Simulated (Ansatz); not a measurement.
Cl2H2Si (SMILES Cl[SiH2]Cl), charge 0, multiplicity 1, relaxed at each level with Ansatz (a program for electronic structure); harmonic frequencies from differences of analytic forces, average atomic masses, frozen cores.

| level | harmonic frequencies (cm⁻¹) | ZPE (eV) | cost over PBE/def2-TZVPP (rough) |
|---|---|---|---|
| PBE/def2-TZVPP | 178 506 568 571 679 836 915 2198 2214 | 0.537 | ×1 |
| r2SCAN/def2-TZVPP | 186 524 585 596 711 873 955 2262 2276 | 0.556 | ×1 |
| B3LYP/def2-TZVPP | 183 512 572 595 711 878 960 2271 2286 | 0.556 | ×1 |
| wB97X-V/def2-TZVPP | 189 536 597 605 720 887 966 2300 2310 | 0.565 | ×2 |
| CCSD(T)/cc-pV(D+d)Z | 188 525 595 601 727 899 965 2295 2311 | 0.565 | ×4 |
| CCSD(T)/cc-pV(T+d)Z | 188 530 596 605 725 891 973 2293 2305 | 0.565 | ×40 |

Measured: fundamentals as far as tabulated 2224, 954, 527, 188, 710, 2237, 602, 876, 590 cm⁻¹ [NIST CCCBDB]. Measured modes stand in the spectroscopists' order.
